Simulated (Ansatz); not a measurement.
Molecule: Ag$_{2}$, net charge 0, singlet state. SMILES: [Ag][Ag]
Geometry: optimised at B3LYP-D3(BJ)/def2-TZVP (Ansatz, a quantum-chemistry and plane-wave program).

Quantity: vertical ionisation energy (to the doublet state of charge +1; each state is the SCF solution reached for its spin), in eV. Cores are frozen in the correlated levels unless marked. UHF or UKS for open shells. No spin-orbit coupling. The frozen core is the preceding noble-gas configuration, with the filled d and f shells of earlier blocks. In def2 rows, elements after Kr have scalar-relativistic effective core potentials. Basis-set limits of correlation are two-point, X^-3; Hartree-Fock from the larger set.

```
level               program  vertical ionisation energy (eV)
------------------  -------  -------------------------------
PBE/def2-TZVPD       Ansatz                             8.01
r2SCAN/def2-TZVPD    Ansatz                             7.78
B3LYP/def2-TZVPD     Ansatz                             7.91
wB97M-V/def2-TZVPD   Ansatz                             7.39
```

Question: Predict the CCSD(T)/CBS(def2-TZVPPD,def2-QZVPPD) result (Ansatz).

Answer: 7.63 eV
